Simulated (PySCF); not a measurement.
## Relaxation of singlet Sn2H4

Level of theory: PySCF, PBE, basis Sn def2-SVP with ECP28, H def2-SVP (scalar-relativistic core potentials, no spin–orbit coupling, density fitting). A (50,194) grid was used.

A hand-made doubly bridged, planar start, of D2h symmetry, held to at least that symmetry:

Coordinates in bohr (charge 0 multiplicity 1):
```
Sn    2.3497    0.0000    0.0000
Sn   -2.3497    0.0000    0.0000
H     0.0000    2.5198    0.0000
H     0.0000   -2.5198    0.0000
H     5.6000    0.0000    0.0000
H    -5.6000    0.0000    0.0000
```

Optimiser trace:
```json
{"step": "0", "E − E(last) (kJ/mol)": "203.03", "largest gradient (Eh/bohr)": "0.11518"}
{"step": "1", "E − E(last) (kJ/mol)": "68.84", "largest gradient (Eh/bohr)": "0.05155"}
{"step": "2", "E − E(last) (kJ/mol)": "17.43", "largest gradient (Eh/bohr)": "0.02189"}
{"step": "3", "E − E(last) (kJ/mol)": "2.17", "largest gradient (Eh/bohr)": "0.00711"}
{"step": "4", "E − E(last) (kJ/mol)": "0.13", "largest gradient (Eh/bohr)": "0.00152"}
{"step": "5", "E − E(last) (kJ/mol)": "0.03", "largest gradient (Eh/bohr)": "0.00068"}
{"step": "6", "E − E(last) (kJ/mol)": "0.01", "largest gradient (Eh/bohr)": "0.00036"}
{"step": "7", "E − E(last) (kJ/mol)": "0.00", "largest gradient (Eh/bohr)": "0.00015"}
{"step": "8", "E − E(last) (kJ/mol)": "0.00", "largest gradient (Eh/bohr)": "0.00008"}
```

It ends at D2h with Sn–H 1.820 Å (×2), Sn–H 1.946 Å (×4); H–Sn–H 74.5° (×2), H–Sn–H 142.8° (×4), Sn–H–Sn 105.5° (×2) (after a last refinement on a finer grid). A frequency run shows 4 imaginary modes, down to 870i cm⁻¹, so it is a higher-order saddle point. Other isomers or separated fragments may lie lower.

Final geometry:
```xyz
6
charge 0 multiplicity 1, angstrom
Sn    1.5492    0.0000    0.0000
Sn   -1.5492    0.0000    0.0000
H     0.0000    1.1778    0.0000
H     0.0000   -1.1778    0.0000
H     3.3691    0.0000    0.0000
H    -3.3691    0.0000    0.0000
```
